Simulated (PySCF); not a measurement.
Positional isomers: benzothiophene chloro+silyl. All species are isolated molecules in the gas phase. Strings in code marks are SMILES.

The four lowest singlet excitations (Tamm–Dancoff). Level of theory: PBE0-D3(BJ)/def2-TZVP // PBE0-D3(BJ)/def2-SVP run with PySCF 2.14.0. Excitations are Tamm–Dancoff values on a coarser integration grid. The basis has no diffuse functions, so Rydberg states are missing or too high.

```tsv
state	energy (eV)	wavelength (nm)	oscillator strength
S1	4.52	275	0.043
S2	4.65	266	0.039
S3	5.41	229	0.000
S4	5.62	221	0.216
```

Problem. Which member gives these states?
A. `[SiH3]c1cc2ccc(Cl)cc2s1`
B. `[SiH3]c1ccc(Cl)c2ccsc12`
C. `[SiH3]c1c(Cl)ccc2sccc12`

Solution. C, `[SiH3]c1c(Cl)ccc2sccc12`
